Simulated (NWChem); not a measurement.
C$_{4}$H$_{5}$FO; SMILES O=CC/C=C/F

```xyz
11

O     -0.6408     2.7173    -0.2233
C     -0.0730     1.8368     0.3853
C      0.7490     0.7285    -0.2646
C      0.4473    -0.6259     0.3101
C     -0.1277    -1.6090    -0.3992
F     -0.4094    -2.8091     0.1294
H     -0.1144     1.7820     1.5180
H      1.8189     0.9894    -0.0810
H      0.5799     0.7761    -1.3591
H      0.6824    -0.8216     1.3701
H     -0.4107    -1.5349    -1.4641
```
Atoms are numbered in this order, from 1.

Level: PBE-D3(BJ)/def2-SVP (NWChem), optimised geometry, unscaled harmonic frequencies. 

```
frequency (cm⁻¹)  IR intensity (km/mol)
----------------  ---------------------
43                                  3.2
102                                 4.3
176                                 2.8
282                                 0.3
368                                 6.6
437                                 4.5
571                                18.6
729                                 2.4
804                                 8.3
909                                39.2
961                                21.8
1011                               21.7
1096                                4.6
1134                               74.1
1174                               85.0
1197                                2.8
1257                               19.7
1297                                4.0
1366                               12.8
1375                                4.0
1708                               62.9
1803                              192.0
2771                              135.0
2937                               11.5
3046                                4.7
3105                               14.0
3107                                1.6
```

```
Property                                                                            Value
-----------------------------------------------------------------------  ----------------
zero-point energy                                                           49.7 kcal/mol
thermal correction to the enthalpy at 298.15 K (with zero-point energy)     54.5 kcal/mol
heat capacity Cv                                                         21.8 cal/(mol K)
entropy at 298.15 K and 1 atm (symmetry number 1)                        82.3 cal/(mol K)
dipole moment                                                                      1.70 D
```

Rigid rotor and harmonic oscillator; modes under 100 cm⁻¹ make the entropy uncertain.
